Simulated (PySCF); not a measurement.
**Two-component Hartree-Fock for Ce²¹⁺ (cerium, charge +21)**

Start: [Kr] 4d1; 4d3/2 filled at m_j = +3/2. Calculated with PySCF 2.14 in an uncontracted even-tempered set (18 s from 1.4 bohr⁻², ratio 2.8; 14 p from 1.8 bohr⁻², ratio 2.8; 9 d from 1.8 bohr⁻², ratio 2.8; 4 f from 6.4 bohr⁻², ratio 3): generalised Hartree-Fock with the X2C-1e Hamiltonian and a Gaussian nucleus; spin-orbit coupling (SO) screened by Boettger's factors.

| spinor shell | electrons | ε, screened SO (eV) | weight of nominal j (screened SO) | rms radius, screened SO (bohr) |
| --- | --- | --- | --- | --- |
| 1s1/2 | 2 | -41223.3 | 1.000 | 0.0280 |
| 2s1/2 | 2 | -7198.3 | 1.000 | 0.114 |
| 2p1/2 | 2 | -6816.5 | 1.000 | 0.0978 |
| 2p3/2 | 4 | -6365.0 | 1.000 | 0.104 |
| 3s1/2 | 2 | -2026.4 | 1.000 | 0.295 |
| 3p1/2 | 2 | -1865.0 | 1.000 | 0.286 |
| 3p3/2 | 4 | -1772.3 | 1.000 | 0.298 |
| 3d3/2 | 4 | -1493.7 | 1.000 | 0.269 |
| 3d5/2 | 6 | -1472.8 | 1.000 | 0.273 |
| 4s1/2 | 2 | -806.97 | 1.000 | 0.631 |
| 4p1/2 | 2 | -738.83 | 0.998 | 0.644 |
| 4p3/2 | 4 | -711.57 | 0.999 | 0.667 |
| 4d3/2 | 1 | -614.02 | 1.000 | 0.678 |

| quantity | screened SO |
| --- | --- |
| E (hartree) | -8673.28284 |
| M_J | 3/2 |
| ⟨J²⟩ | 3.752 |
| ⟨L²⟩ | 6.031 |
| ⟨S²⟩ | 0.779 |

Each row is a mean over spinors that exchange with the open shell spreads, by up to 9.160 eV (4p1/2).

Breit and QED terms are absent; they matter most for the inner s and p1/2 levels.

Densities and radii are taken from the X2C orbitals without a picture-change correction, which distorts them close to the nucleus.
